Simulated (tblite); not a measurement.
Compound: C₇H₁₅OP.
Atom-mapped SMILES: `[CH3:1][O:2][C@@H:3]1[CH2:4][C@H:5]([CH3:6])[CH2:7][P:8]1[CH3:9]` (hydrogens: H10, H11, H12 on C1; H13 on C3; H14, H15 on C4; H16 on C5; H17, H18, H19 on C6; H20, H21 on C7; H22, H23, H24 on C9)

Geometry (GFN2-xTB, Å), atoms numbered from 1 in this order:
```xyz
24
C7H15OP angstrom
C     -3.1867   -0.6061    0.1443
O     -1.9303   -0.5920    0.7665
C     -0.8684   -0.6691   -0.1478
C      0.4448   -0.9748    0.5649
C      1.5597   -0.6392   -0.4209
C      2.9474   -0.7221    0.2024
C      1.2576    0.7658   -0.9520
P     -0.5996    0.9531   -1.1153
C     -0.8867    2.1359    0.2801
H     -3.3632   -1.5604   -0.3680
H     -3.2717    0.2034   -0.5932
H     -3.9296   -0.4691    0.9281
H     -1.0737   -1.4585   -0.8934
H      0.5208   -0.3486    1.4550
H      0.4781   -2.0178    0.8820
H      1.5022   -1.3494   -1.2539
H      3.0289   -0.0430    1.0488
H      3.7071   -0.4541   -0.5286
H      3.1475   -1.7325    0.5520
H      1.6268    1.5259   -0.2592
H      1.7338    0.9345   -1.9194
H     -0.4575    3.0990    0.0060
H     -0.4408    1.7769    1.2055
H     -1.9582    2.2619    0.4239
```

Level: GFN2-xTB in tblite, geometry and Hessian alike; calculated harmonic values, unscaled, isolated species. Errors from tens to a few hundred cm⁻¹ against measured bands are possible. One conformer, not necessarily the lowest.

Harmonic wavenumbers (cm⁻¹): 67.1, 101.0, 121.5, 147.5, 176.2, 207.8, 224.3, 254.9, 270.8, 296.1, 373.8, 401.1, 427.5, 459.8, 536.6, 638.4, 725.1, 747.0, 812.9, 867.9, 886.5, 897.3, 937.4, 972.8, 991.1, 1031.9, 1063.3, 1085.7, 1110.8, 1124.4, 1136.3, 1148.8, 1178.3, 1207.9, 1223.2, 1247.6, 1258.0, 1312.0, 1319.5, 1324.8, 1339.0, 1405.6, 1412.8, 1431.1, 1450.1, 1456.2, 1465.3, 1488.9, 1489.6, 1500.0, 1501.4, 2795.8, 2882.9, 2909.9, 2922.6, 2950.1, 2977.8, 2981.1, 2993.4, 2998.9, 3004.9, 3017.0, 3021.9, 3027.5, 3031.3, 3037.3.

A = 2158, B = 1008, C = 805.5 MHz; mass 146.086 u (most abundant isotopes); point group C1, symmetry number 1.

**Question.** Zero-point energy?

**Answer.** ½Σν̃ = 45404 cm⁻¹ = 129.82 kcal/mol.

**Question.** What is S at 298.15 K and 1 bar for an ideal gas of classical rigid rotors and harmonic oscillators?

**Answer.** Translation 40.87, rotation 29.60, vibration 31.52: S = 102.0 cal/(mol K).

**Question.** And Cp and H(298.15 K) − H(0)?

**Answer.** Cp = 43.55 cal/(mol K), of which vibrations give 35.60 (their classical limit is 66 R = 131.2); H(298.15 K) − H(0) = 7.61 kcal/mol without the zero-point energy, 5.24 from vibrations.

**Question.** How do the functions run with temperature in this model?

**Answer.** 
```
 T (K)  S (cal/(mol K))  Cp (cal/(mol K))  H − H(0) (kcal/mol)  G − H(0) (kcal/mol)  ln q(vib)
    50             58.3              12.6                 0.47                -2.44       0.27
   100             69.4              20.2                 1.29                -5.64       1.31
373.15            112.8              52.9                11.23               -30.85       9.25
   500            130.3              67.2                18.87               -46.28      13.05
   750            161.7              87.8                38.43               -82.87      20.45
  1000            189.0             101.6                62.22              -126.80      27.50
```

q(vib) and H(0) count from the zero-point level.

**Question.** Blend soft modes into free rotors: weight 1/[1 + (100 cm⁻¹/ν̃)⁴] for the oscillator and the rest for a rotor with moment μB/(μ + B), μ = h/(8π²ν), B = 10⁻⁴⁴ kg m². What vibrational entropy results?

**Answer.** 30.27 cal/(mol K) in place of 31.52, which changes −T·S at 298.15 K by +0.37 kcal/mol.

**Question.** Which modes carry the vibrational entropy at 298.15 K?

**Answer.** 67.1 cm⁻¹: 4.24; 101.0 cm⁻¹: 3.43; 121.5 cm⁻¹: 3.08; 147.5 cm⁻¹: 2.70; 176.2 cm⁻¹: 2.37; 207.8 cm⁻¹: 2.06 cal/(mol K); the other 60 give 13.64 together.

Hindered rotation and anharmonicity are outside this model. Other conformers, if any are populated, would add a mixing term that is left out. The structure is chiral; the term R ln 2 for an equal mix with its mirror image is left out.
